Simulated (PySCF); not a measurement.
# [TcO2]+: one-bond stretch

Method: UPBE0 in PySCF with Tc def2-TZVP with ECP28, O def2-TZVP; scalar-relativistic core potentials, no spin–orbit coupling; density-fitted integrals.

Rigid scan from the triplet minimum (Tc–O 1.635 Å (×2); O–Tc–O 118.2°). Coordinate: the bond from Tc to the last atom (O) scaled, the rest fixed. Energies in kJ/mol from the minimum.

| scale of one bond | E (kJ/mol) | dipole size (D, about the centre of mass) | ⟨S²⟩ |
| --- | --- | --- | --- |
| 0.92 | 61.1 | 3.85 | 2.01 |
| 0.96 | 13.6 | 3.89 | 2.01 |
| 1.00 | 0.0 | 3.95 | 2.01 |
| 1.05 | 16.2 | 4.05 | 2.01 |
| 1.12 | 74.9 | 4.13 | 2.05 |
| 1.20 | 154.5 | 4.02 | 2.18 |
| 1.35 | 284.8 | 3.93 | 2.27 |
| 1.55 | 397.6 | – | 2.87 |
| 1.80 | 452.8 | – | 3.03 |
| 2.20 | 483.1 | – | 3.03 |

Spin contamination is strong at 1.35, 1.55, 1.80, 2.20, so these points are less reliable.

Other spin states or occupations of the open shell can lie lower.

Other isomers or separated fragments may lie lower.
